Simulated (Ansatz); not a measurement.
Cost and result for the atomization energy of C2H8AlNO (13 atoms, 13 bonds).

```xyz
13

N     1.988   -0.834    0.996
C     1.025    0.273    0.973
Al   -0.634   -0.322    0.103
C    -1.751    0.868   -0.960
O    -0.705    0.155   -1.799
H     2.839   -0.582    1.485
H     1.605   -1.640    1.474
H     0.839    0.734    1.957
H     1.433    1.075    0.344
H    -1.176   -1.809    0.282
H    -2.745    0.566   -1.286
H    -1.603    1.935   -1.115
H    -1.113   -0.418   -2.454
```

The species carries charge 0 and has multiplicity 1. The bonds changed during the relaxation, so this is another structure than the one it started from. The structure was optimised at the PBE0-D4/def2-TZVP level. It is one conformer, not always the lowest. Program: Ansatz. All runs use 4 threads of an Arm Neoverse V1 on a shared host. Times are those of one run each, without the atoms' runs, and a repeat can differ threefold. Electronic energies, without spin–orbit coupling; frozen cores. CCSD(T)/CBS adds CCSD(T) − MP2 in def2-TZVPP to the MP2 limit, and its time is that of the two runs behind it. T1 = 0.010. B3LYP takes the VWN-RPA correlation (the form of Gaussian; ORCA's B3LYP/G).

CCSD(T)/CBS is a level of theory with its own doubt, some kJ/mol a heavy atom from the limit and from the frozen cores, so smaller differences don't rank the functionals.

```
                             level  functions  wall time
   PBE-D4/def2-TZVPP (with forces)        278      2.8 s
                PBE0-D4/def2-TZVPP        278      3.2 s
r2SCAN-D4/def2-TZVPP (with forces)        278      5.5 s
 B3LYP-D4/def2-TZVPP (with forces)        278      5.5 s
                 B2PLYP/def2-TZVPP        278      6.5 s
                ωB97X-V/def2-TZVPP        278        9 s
  ωB97M-V/def2-TZVPP (with forces)        278       13 s
                    MP2/def2-QZVPP        538       28 s
                CCSD(T)/def2-TZVPP        278    3.8 min
                 CCSD(T)/CBS(def2)          –    4.2 min
```

**Question.** What atomization energy does each give, and how far from CCSD(T)/CBS? (An estimate is asked.)

**Answer.** Computed: 
```json
{"level": "PBE-D4/def2-TZVPP (with forces)", "atomization (kcal/mol)": "1097.2", "difference from CCSD(T)/CBS": "17.6", "per bond": "1.4"}
{"level": "PBE0-D4/def2-TZVPP", "atomization (kcal/mol)": "1076.2", "difference from CCSD(T)/CBS": "-3.4", "per bond": "-0.3"}
{"level": "r2SCAN-D4/def2-TZVPP (with forces)", "atomization (kcal/mol)": "1077.9", "difference from CCSD(T)/CBS": "-1.7", "per bond": "-0.1"}
{"level": "B3LYP-D4/def2-TZVPP (with forces)", "atomization (kcal/mol)": "1078.4", "difference from CCSD(T)/CBS": "-1.2", "per bond": "-0.1"}
{"level": "B2PLYP/def2-TZVPP", "atomization (kcal/mol)": "1065.7", "difference from CCSD(T)/CBS": "-13.9", "per bond": "-1.1"}
{"level": "ωB97X-V/def2-TZVPP", "atomization (kcal/mol)": "1081.9", "difference from CCSD(T)/CBS": "2.3", "per bond": "0.2"}
{"level": "ωB97M-V/def2-TZVPP (with forces)", "atomization (kcal/mol)": "1083.0", "difference from CCSD(T)/CBS": "3.4", "per bond": "0.3"}
{"level": "MP2/def2-QZVPP", "atomization (kcal/mol)": "1080.0", "difference from CCSD(T)/CBS": "0.4", "per bond": "0.0"}
{"level": "CCSD(T)/def2-TZVPP", "atomization (kcal/mol)": "1049.1", "difference from CCSD(T)/CBS": "-30.5", "per bond": "-2.3"}
{"level": "CCSD(T)/CBS(def2)", "atomization (kcal/mol)": "1079.6", "difference from CCSD(T)/CBS": "0.0", "per bond": "0.0"}
```

From PBE to PBE0 (25 % exact exchange), in def2-TZVPP and without D4, the atomization energy moves by −20.2 kcal/mol: exact exchange takes away binding that semilocal exchange gives to molecules. In def2-TZVPP, CCSD(T) changes the Hartree–Fock value by +291.1 kcal/mol (the triples alone add +15.6 kcal/mol) and MP2 by +303.9 kcal/mol; breaking electron pairs costs correlation energy, which Hartree–Fock lacks. The D4 term adds +8.4 kcal/mol with B3LYP and +4.4 kcal/mol with PBE0; it sums over pairs of atoms, weighted by their polarisabilities, and B3LYP, whose exchange is more repulsive, gets the larger term.
